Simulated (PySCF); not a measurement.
# Computed structure and properties of [Hf(SH)2]2+

System: [Hf(SH)2]2+ (singlet); start: template (C2). Method: PySCF 2.14.0, RKS PBE0, Hf def2-SVP with ECP60, S def2-SVP, H def2-SVP; non-relativistic Hamiltonian with scalar-relativistic core potentials where named; density fitting; no spin-orbit coupling.

Input of the relaxation:

```python
mol = gto.M(atom='''
Hf     0.00000    -0.00000    -0.26026
S      2.23720    -0.00000     0.74094
H      3.05130    -0.33650    -0.27046
S     -2.23720     0.00000     0.74094
H     -3.05130     0.33650    -0.27046''',
    basis={'Hf': 'def2-SVP', 'S': 'def2-SVP', 'H': 'def2-SVP'},
    ecp={'Hf': 'def2-SVP'},
    charge=2, spin=0)
mf = dft.RKS(mol, xc='PBE0')
mf.grids.atom_grid = (50, 194)
mf = mf.density_fit()  # fitting sets: Hf def2-universal-JKFIT, S def2-universal-JKFIT, H def2-universal-JKFIT
mf.conv_tol = 1e-08; mf.max_cycle = 55
mf.kernel(dm0)  # dm0: converged density of the start geometry
# quasi-Newton relaxation in Cartesian coordinates to a largest gradient under 0.00045 Eh/bohr, steps kept in the point group
```

Run from Python with OMP_NUM_THREADS=2; the lines above give its settings. Where DIIS fails, smearing, a level shift and second-order steps follow.
It took 22 s on 2 threads of Arm Neoverse V2 (shared host), from the converged density of the start.

Course of the relaxation:

```json
{"step": "0", "energy above end (eV)": "1.1329", "largest force component within the symmetry (eV/Å)": "2.121"}
{"step": "1", "energy above end (eV)": "0.6816", "largest force component within the symmetry (eV/Å)": "1.175"}
{"step": "2", "energy above end (eV)": "0.2629", "largest force component within the symmetry (eV/Å)": "0.596"}
{"step": "3", "energy above end (eV)": "0.0652", "largest force component within the symmetry (eV/Å)": "0.365"}
{"step": "4", "energy above end (eV)": "0.0136", "largest force component within the symmetry (eV/Å)": "0.539"}
{"step": "5", "energy above end (eV)": "0.0048", "largest force component within the symmetry (eV/Å)": "0.244"}
{"step": "6", "energy above end (eV)": "0.0019", "largest force component within the symmetry (eV/Å)": "0.039"}
{"step": "7", "energy above end (eV)": "0.0015", "largest force component within the symmetry (eV/Å)": "0.057"}
{"step": "8", "energy above end (eV)": "0.0007", "largest force component within the symmetry (eV/Å)": "0.061"}
{"step": "9", "energy above end (eV)": "0.0003", "largest force component within the symmetry (eV/Å)": "0.033"}
{"step": "10", "energy above end (eV)": "0.0000", "largest force component within the symmetry (eV/Å)": "0.008"}
{"step": "11", "energy above end (eV)": "0.0000", "largest force component within the symmetry (eV/Å)": "0.007"}
```

Relaxed geometry (C2, nearly C2v):

```xyz
5

Hf    0.0000    0.0000   -0.7951
S     1.6527   -0.0889    0.8020
H     2.7078   -0.2346   -0.0641
S    -1.6527    0.0889    0.8020
H    -2.7078    0.2346   -0.0641
```

```json
{"contact": "Hf1–S2 (SH)", "Å": "2.300"}
{"contact": "Hf1–S4 (SH)", "Å": "2.300"}
```

On the finer grid (75, 302):

The HOMO is -18.83 eV, the LUMO is -14.29 eV and the dipole about the centre of mass is 3.89 D. The set of Mulliken populations of Hf1 outside the core potential is s 2.44, p 6.12, d 2.01, f 0.08 and the D3(BJ) dispersion energy (not in the energies) is -0.142 eV.

```tsv
atom	Mulliken (e)	Löwdin (e)	spin (e)
Hf1	1.35	0.69	0.00
S2	0.08	0.53	0.00
H3	0.24	0.12	0.00
S4	0.08	0.53	0.00
H5	0.24	0.12	0.00
```

On the grid (50, 194), as all that follows. Harmonic modes: a minimum; lowest 124 cm⁻¹ (negative: unstable), highest 2566 cm⁻¹, zero-point energy 0.458 eV.

Taking off one SH (charge -1, singlet; the rest: singlet) in vacuum, both parts rigid, costs 23.77 eV; the small basis without counterpoise inflates it. Most of it is the attraction of opposite charges; other ways to part are cheaper, and one spin state was tried for the rest.

Rigid scan of SH along the line from its metal:

```json
{"distance to S2 (Å)": "2.00", "energy (eV)": "1.323"}
{"distance to S2 (Å)": "2.10", "energy (eV)": "0.507"}
{"distance to S2 (Å)": "2.20", "energy (eV)": "0.110"}
{"distance to S2 (Å)": "2.30", "energy (eV)": "0.000"}
{"distance to S2 (Å)": "2.40", "energy (eV)": "0.084"}
{"distance to S2 (Å)": "2.50", "energy (eV)": "0.292"}
{"distance to S2 (Å)": "2.70", "energy (eV)": "0.909"}
```

One start shape was tried, so this needn't be the lowest isomer.
